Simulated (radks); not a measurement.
Q: Isoelectronic series with 4 electrons, all held in the configuration [He] 2s2, which need not be the ground one along the series. Calculated with a radial shooting solver on a logarithmic mesh with Libxc functionals: non-relativistic Kohn-Sham, PBE, spin-polarised, spherical densities, point nucleus. Total energies (hartree) and orbital eigenvalues (hartree):

ion   E (hartree)        2s         1s
Be      -14.62995  -0.20612   -3.90261
B+      -24.29343  -0.71681   -7.11371
C2+     -36.46109  -1.48323  -11.33421
N3+     -51.13047  -2.50195  -16.55864
O4+     -68.30072  -3.77177  -22.78510
Ne6+   -110.14248  -7.06298  -38.24121

Estimate the row of F5+.

A: E (hartree) -87.97145; 2s -5.29219; 1s -30.01277.
